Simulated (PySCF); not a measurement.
# How methods differ on the ionisation energy of O²⁺

O²⁺ [He] 2s2 2p2 (3P) → O³⁺ [He] 2s2 2p1 (2P), as a difference of total energies. All numbers are calculated (PySCF 2.14, scalar relativity by spin-free X2C-1e, in aug-cc-pVTZ-DK (5s4p3d2f, 46 functions)). Correlated levels: valence: 1s2 frozen. The calculations carry no spin-orbit coupling.

| method | ionisation energy (eV) |
| --- | --- |
| UHF | 54.578 |
| LDA | 55.382 |
| PBE | 55.233 |
| PBE0 | 55.269 |
| r2SCAN | 55.572 |
| r2SCAN0 | 55.515 |
| B3LYP | 55.417 |
| B97-3 | 55.249 |
| SCS-MP2 (valence) | 54.815 |

Q: Estimate what M06 gives.

A: 55.257 eV, closest to B97-3 among the rows shown.

Q: Estimate what MP2 (valence) gives.

A: 54.959 eV, closest to SCS-MP2 (valence) among the rows shown.

A first-order spin-orbit estimate (lowest level to lowest level, LS coupling) adds -0.005 eV.

Errors of the correlated levels include the incompleteness of this basis and the frozen core.

For comparison: 54.936 eV (semi-empirical (NIST evaluation); NIST Atomic Spectra Database, ionization energies).
